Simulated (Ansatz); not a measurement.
A run for Ansatz (an electronic-structure program): R-PBE/def2-TZVPPD on CH4O2S (a complex), monomers drawn apart or pushed together. Files ending in .json are basis or fitting sets from the Basis Set Exchange.

Ansatz 0.2 input:
```yaml
crystal:
  periodic: [false, false, false]
  atoms:
    - {symbol: C, position_ang: [-0.00756715, 0.05997987, -0.05705564]}
    - {symbol: H, position_ang: [-0.09634303, 1.05433247, 0.37836588]}
    - {symbol: H, position_ang: [-0.78962454, -0.58605539, 0.33942521]}
    - {symbol: H, position_ang: [-0.11048423, 0.12919195, -1.13877248]}
    - {symbol: H, position_ang: [0.97087872, -0.35944156, 0.17915124]}
    - {symbol: O, position_ang: [0.17616933, 1.18895449, 3.98898358]}
    - {symbol: S, position_ang: [0.41767070, -0.22366921, 3.86675542]}
    - {symbol: O, position_ang: [-0.70128559, -1.12591043, 3.91855797]}
basis:
  gaussian:
    orbitals: def2-TZVPPD.json
hamiltonian:
  xc: {name: PBE}
scf: {lower_state_search: off}
```

The head of its log:

```
WARN ansatz: RAYON_NUM_THREADS=1 ignored (pool sized by the plan → 1); use --threads N
Functional definition: PBE
these checks for a lower state are left out or cut short: stability, starts, cluster_reference, orbital_swaps, neighbouring_geometries, increment
integrals: 0.14 GiB planned
1096 factors; their error is unknown
mean field: 0.99 GiB planned
mean field evaluation 1: about -16006.2919 eV, gradient 9.8e1 eV
mean field evaluation 2: about -15934.2994 eV, gradient 2.1e2 eV
```

Task: Predict the final total energy.

Result: -588.8703 hartree.
